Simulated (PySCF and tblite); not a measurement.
Values are calculated unless marked as measured or tabulated.
**Rearrangement: stationary points, barriers and rates**

System: C₆H₁₀Ge, numbered as in [CH3:1][C:2]1=[CH:3][C@@H:4]([GeH3:5])[CH:6]=[CH:7]1.

Motion: shift of H on C4 from C4 to C6. Geometries: B3LYP-D3(BJ)/def2-SVP; energies: PBE0/pcSseg-1 + D3(BJ); zero-point and thermal terms from GFN2-xTB harmonic modes (soft modes blended into free rotors). Rates follow Eyring's equation with the number of equivalent paths and no tunnelling. Run with tblite and PySCF.

```json
{"point": "start", "symmetry": "C1", "E(GFN2) kcal/mol": "0.0", "E(DFT) kcal/mol": "0.0", "ZPE change kcal/mol": "0.00", "lowest mode cm⁻¹": "70", "dipole D": "0.12"}
{"point": "saddle", "symmetry": "C1", "E(GFN2) kcal/mol": "28.5", "E(DFT) kcal/mol": "28.8", "ZPE change kcal/mol": "-2.49", "lowest mode cm⁻¹": "1128i", "dipole D": "0.66"}
{"point": "end", "symmetry": "Cs", "E(GFN2) kcal/mol": "0.7", "E(DFT) kcal/mol": "2.4", "ZPE change kcal/mol": "0.12", "lowest mode cm⁻¹": "67", "dipole D": "0.95"}
```

```
Electronic barrier                                      : 28.8 kcal/mol
Barrier with zero-point energy                          : 26.3 kcal/mol
ΔH‡ (298 K)                                             : 26.3 kcal/mol
ΔS‡ (298 K, symmetry apart)                             : 0.7 cal/(mol K)
Paths                                                   : 1 equivalent path
End point                                               : a different minimum
Mean lifetime of the start against this motion at 298 K : 25 days
Cost                                                    : 7.6 min on 1 thread of Arm Neoverse V1, shared host (rough), peak memory 0.93 GiB, launched as `OMP_NUM_THREADS=1 python ens_run.py task.json out`
```

```
T/K  ΔG‡ kcal/mol     k s⁻¹  ΔG kcal/mol  k back s⁻¹
298          26.1  4.5×10⁻⁷          2.3    4.2×10⁻⁵
350          26.1   0.00037          2.2       0.018
400          26.1     0.046          2.2         1.4
500          26.1        39          2.0         613
```

ΔG and ΔG‡ leave out symmetry numbers and mirror images; rates count paths: 1 out, 2 back.

Tunnelling of the moving H, left out here, will speed the real process. Spin–orbit effects of heavy atoms on shieldings are missing.
